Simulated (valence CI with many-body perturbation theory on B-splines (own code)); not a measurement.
**Gd24+: key properties**

Computed by configuration interaction combined with many-body perturbation theory (CI+MBPT): four valence electrons over a frozen Dirac-Fock core [Kr], a basis of 7 s, 7 p, 8 d, 6 f, 4 g, 1 h functions for each j, with the one-electron correlation potential Σ1, the two-electron term Σ2, the three-electron term Σ3, Breit, model QED; selected CI, second order for the rest, scaled by the run's own slope (own B-spline code, finite nucleus).

No measured spectrum was set against this ion. As an estimate, terms of the open shell hold to 2 to 4 % of their energy, and close levels can change places. Only levels of the ground parity were solved; by the run's estimate the other parity begins above the list, which can be wrong where configurations are misplaced.

Levels are named by their leading jj configuration (3d3/2^4 stands for four electrons in 3d with j = 3/2), which in mixed levels can hold well under half, so a name can repeat and another be missing.

Rates and lifetimes use the calculated energies. Strong lines usually hold to 10 to 20 %, long lifetimes can be off by a factor of two.

(1) What is the ground level?

(2) What is the ionisation energy?

(3) How well does LS coupling describe the low levels?

## Answers

(1) (4d3/2^4) J=0, composition 51 % 4d⁴ ³P + 40 % 4d⁴ ⁵D + 8 % 4d⁴ ¹S.

(2) 811.11 eV; NIST lists 810 ± 4 eV (theoretical).

(3) Among the lowest 20 levels the leading LS term, summed over configurations, holds 53 % on average. For single configurations the figures are 53 % in LS and 84 % in jj coupling. Terms mix most in the J = 4 level at 71377 cm⁻¹, where the leading one holds 31 %.
